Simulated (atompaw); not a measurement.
## Before and after: PAW (atompaw) potential for Pb

- Element: lead (Pb)
- Generator: atompaw 4.2.0.5
- Type: PAW
- Functional: PBE
- Relativity: scalar-relativistic
- Frozen core: [Xe] 4f14 5d10
- Valence charge: 4
- Reference configuration: 6s2 6p2
- Partial waves: 6s (bound): rc 1.65 bohr; 6s channel at 3.45 Ry: rc 2.55 bohr; 6p (bound): rc 2.55 bohr; 6p channel at 0.05 Ry: rc 2.55 bohr; 6d channel at 0.05 Ry: rc 2.40 bohr
- Local potential: bessel scheme, radius 2.55 bohr
- Core correction: smooth core density matched at 1.95 bohr
- Augmentation charge: sinc compensation charge, radius 1.90 bohr; PAW radius 2.55 bohr; waves and projectors: custom rrkj vanderbiltortho

Change: augmentation sinc compensation charge, radius 1.90 bohr; PAW radius 2.55 bohr; waves and projectors: custom polynom2 7 10 vanderbiltortho.

Cutoffs: the cutoffs (Ry, on a coarse ladder) from which the occupation-weighted sum of valence levels, in a spherical-Bessel basis at the reference potential, stays within 10 and 1 mRy of its value at 400 Ry; they do not see the model core or the augmentation charge, which bear on the density cutoff.

Task: What does the change do?

Result: The potential gets neither clearly harder nor softer (15 Ry and 30 Ry → 18 Ry and 21 Ry); the bound ghosts move from d to s; the range in which the s phases agree narrows (upper end 4.2 → -0.3).

```tsv
quantity	base	changed
cutoff, loose	15 Ry	18 Ry
cutoff, tight	30 Ry	21 Ry
loose cutoff by channel (10 mRy a level)	s 12 Ry, p 6 Ry	s 18 Ry, p 6 Ry
bound ghosts	d	s
s: phases at 2.56 bohr within 0.05 rad from the reference energy up to (Ry; the scan ends near 5)	4.2	-0.3
p: phases at 2.56 bohr within 0.05 rad from the reference energy up to (Ry; the scan ends near 5)	4.4	4.7
d: phases at 2.56 bohr within 0.05 rad from the reference energy up to (Ry; the scan ends near 5)	0.7	0.4
lowest overlap eigenvalue by channel	s 0.36, p 0.56, d 0.01	s 0.58, p 0.95, d 1.00
```

 A true bound ghost makes a file unfit for plane-wave use even where its test errors are small: the radial tests pick states by their node count and pass the ghost by. The cutoffs see the waves, projectors and local potential, not the compensation charge or the core.
